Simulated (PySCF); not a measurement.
Compound: BH6PSSi.
Atom-mapped SMILES: `[SiH3:1][S:2][BH:3][PH2:4]` (hydrogens: H5, H6, H7 on Si1; H8 on B3; H9, H10 on P4)

Structure used (PBE0-D3(BJ)/def2-SVP), in Å, numbered top down from 1:
```xyz
10
BH6PSSi angstrom
Si    -1.7075    0.5816    0.3159
S     -0.7007   -0.1660   -1.4503
B      1.0081   -0.3365   -0.9443
P      1.8065    0.1912    0.6945
H     -0.9845    1.7730    0.8484
H     -1.7798   -0.4723    1.3694
H     -3.0800    0.9580   -0.1227
H      1.7422   -0.7134   -1.8255
H      0.8476   -0.2633    1.6453
H      2.7204   -0.8904    0.8304
```

The calculation used core-valence-separated Tamm–Dancoff BHandHLYP/aug-pcX-1 (pcseg-1 on H, def2-SVPD on Si, def2-SVPD on S, def2-SVPD on P) in PySCF, non-relativistic, gas phase, PBE0-D3(BJ)/def2-SVP geometry.

Computed boron K-edge spectrum, Gaussian lines of 0.8 eV full width, highest printed point 100; it ends one width below the last computed root. The energies are unshifted.

| photon energy (eV) | absorption |
| --- | --- |
| 185.6 | 1 |
| 185.8 | 5 |
| 186.0 | 18 |
| 186.2 | 46 |
| 186.4 | 80 |
| 186.6 | 100 |
| 186.8 | 88 |
| 187.0 | 55 |
| 187.2 | 24 |
| 187.4 | 7 |
| 187.6 | 2 |
| 187.8 | 0 |
| 188.0 | 0 |
| 188.2 | 0 |
| 188.4 | 0 |
| 188.6 | 0 |
| 188.8 | 0 |
| 189.0 | 0 |
| 189.2 | 0 |
| 189.4 | 0 |
| 189.6 | 0 |
| 189.8 | 0 |
| 190.0 | 0 |
| 190.2 | 0 |
| 190.4 | 1 |
| 190.6 | 2 |
| 190.8 | 7 |
| 191.0 | 15 |
| 191.2 | 24 |
| 191.4 | 31 |
| 191.6 | 32 |
| 191.8 | 29 |
| 192.0 | 24 |

Problem. Where are the maxima, and which lines make them up?

Solution. 2 maxima:
- 186.6 eV: B3 (three-coordinate boron), 186.63 eV, f = 0.086, 100 % of the height at the exact maximum
- 191.5 eV: B3 (three-coordinate boron), 191.29 eV, f = 0.016, 43 % of the height at the exact maximum; B3 (three-coordinate boron), 191.65 eV, f = 0.011, 37 % of the height at the exact maximum; B3 (three-coordinate boron), 191.81 eV, f = 0.007, 18 % of the height at the exact maximum

Roots within 0.03 eV on the same or equivalent atoms count as one line; shares under 12 % aren't listed.

Vibrational structure and lifetime widths aren't in the curve. The ionisation threshold wasn't computed; near and above it a finite basis only mimics Rydberg series and continuum.

One conformer stands for the species.
